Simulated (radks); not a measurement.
Neutral lithium inside a hard spherical wall (all orbitals vanish at R), configuration held at [He] 2s1 and not refilled when levels cross. Calculated with a radial shooting solver on a logarithmic mesh with Libxc functionals: non-relativistic Kohn-Sham, PBE, spin-polarised, spherical densities, point nucleus; open shells are filled with parallel spins first. Eigenvalues in eV for spin up, with the zero of energy where the potential of the charges vanishes at infinity; a dash marks a level that is unbound or too diffuse for the functional's potential to be trusted. A positive occupied level is held by the wall or, in an anion where self-interaction has pushed it up, behind a barrier. The pressure on the wall is -dE/dV.

R (bohr) = free: E (hartree) -7.46218; kinetic (hartree) 7.416; e(1s) -51.737; e(2s) -3.228; e(2p, empty) -1.348; e(3s, empty) -; pressure (GPa) 0
R (bohr) = 15: E (hartree) -7.46217; kinetic (hartree) 7.416; e(1s) -51.734; e(2s) -3.226; e(2p, empty) -1.339; e(3s, empty) 0.289; pressure (GPa) 0.000128
R (bohr) = 12: E (hartree) -7.46197; kinetic (hartree) 7.418; e(1s) -51.701; e(2s) -3.207; e(2p, empty) -1.289; e(3s, empty) 1.006; pressure (GPa) 0.00313
R (bohr) = 7: E (hartree) -7.44624; kinetic (hartree) 7.492; e(1s) -50.743; e(2s) -2.452; e(2p, empty) -0.151; e(3s, empty) 7.999; pressure (GPa) 0.635
R (bohr) = 6: E (hartree) -7.42537; kinetic (hartree) 7.564; e(1s) -50.010; e(2s) -1.653; e(2p, empty) 0.831; e(3s, empty) 12.884; pressure (GPa) 2.02
R (bohr) = 5: E (hartree) -7.37533; kinetic (hartree) 7.708; e(1s) -48.804; e(2s) 0.080; e(2p, empty) 2.714; e(3s, empty) 21.815; pressure (GPa) 7.15
R (bohr) = 4: E (hartree) -7.24551; kinetic (hartree) 8.026; e(1s) -46.773; e(2s) 4.235; e(2p, empty) 6.627; e(3s, empty) 39.934; pressure (GPa) 30.4
R (bohr) = 3.5: E (hartree) -7.10633; kinetic (hartree) 8.335; e(1s) -45.223; e(2s) 8.511; e(2p, empty) 10.209; e(3s, empty) 56.425; pressure (GPa) 70.0
R (bohr) = 3: E (hartree) -6.85280; kinetic (hartree) 8.861; e(1s) -43.051; e(2s) 16.109; e(2p, empty) 16.007; e(3s, empty) 83.084; pressure (GPa) 179
R (bohr) = 2: E (hartree) -5.24219; kinetic (hartree) 11.894; e(1s) -33.790; e(2s) 61.782; e(2p, empty) 45.668; e(3s, empty) 219.17; pressure (GPa) 1970
R (bohr) = 1.5: E (hartree) -2.29820; kinetic (hartree) 16.928; e(1s) -19.760; e(2s) 138.66; e(2p, empty) 90.389; e(3s, empty) 422.80; pressure (GPa) 10200
